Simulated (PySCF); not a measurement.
MoO₂Cl₂ + H₂O → MoO(OH)₂ + Cl₂

Level: PBE0 in the def2-TZVP basis family, computed in PySCF with density fitting; scalar-relativistic core potentials for atoms from Rb on, none lighter, no spin–orbit coupling; open shells unrestricted.

```csv
species,state and structure,E (Eh),ZPE (kJ/mol),H(298 K) − H(0) (kJ/mol),S° (J/(mol K))
MoO₂Cl₂,"singlet, C2v, Mo–Cl 2.243 Å (×2), Mo–O 1.663 Å (×2); Cl–Mo–Cl 111.7°, Cl–Mo–O 109.6° (×4), O–Mo–O 106.7°",-1138.87630,24.9,18.4,337.8
H₂O,"singlet, C2v, O–H 0.960 Å (×2); H–O–H 105.1°",-76.37736,56.5,9.9,188.7
MoO(OH)₂,"triplet, C1, Mo–O 1.667 Å, Mo–O 1.897 Å, Mo–O 1.901 Å, O–H 0.959 Å (×2); H–O–Mo 125.6°, H–O–Mo 130.1°, O–Mo–O 113.2°, O–Mo–O 120.5°, O–Mo–O 126.0°",-295.02228,73.7,19.3,345.9
Cl₂,"singlet, D∞h, Cl–Cl 1.982 Å",-920.08940,3.5,9.1,222.5
```

**Question.** What is the electronic reaction energy?

**Answer.** At PBE0/def2-TZVP, ΔE = 372.8 kJ/mol from the differences of the total energies times 2625.5, uphill. 

**Question.** Add zero-point, thermal and entropy terms for 298.15 K and 1 bar.

**Answer.** ΔZPE = -4.2 and Δ[H(298) − H(0)] = 0.1 kJ/mol give ΔH° = 368.7 kJ/mol. ΔS° = 41.9 J/(mol K), so ΔG° = 368.7 − 298.15 × (0.0419) = 356 kJ/mol.

Open d or f shells are single determinants, so the state found may not be the ground state. Only the bonding shown was studied: isomers, or loss of a ligand pair, can lie lower.
